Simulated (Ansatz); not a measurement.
All numbers were calculated with Ansatz.

A structure relaxed at PBE0-D4/def2-TZVP, charge 0, multiplicity 1:

```xyz
10

N     0.5625    1.9829    0.7289
Si    0.0394    0.3654    1.0566
Al   -0.2713   -1.0582   -0.9208
O    -0.7452   -2.6774   -0.8109
Cl    0.0589   -0.2524   -2.8491
H    -0.0704    2.5941    0.2351
H     1.4987    2.1133    0.3765
H     1.0525   -0.2619    1.9504
H    -1.2507    0.4471    1.7972
H    -0.8745   -3.2529   -1.5638
```

Question: Give its formula and SMILES.

Answer: AlClH5NOSi, `N[SiH2][Al]([OH])[Cl]`.

Question: Point group (tolerance 0.08 Å, 0.16 Å for H)?

Answer: Cs.

Question: Summarise the bond lengths by kind.

Answer: 1 × N–Si 1.731 Å; 2 × H–N 1.009 Å; 1 × Al–Si 2.456 Å; 2 × H–Si 1.490 Å; 1 × Al–O 1.691 Å; 1 × Al–Cl 2.116 Å; 1 × H–O 0.956 Å.
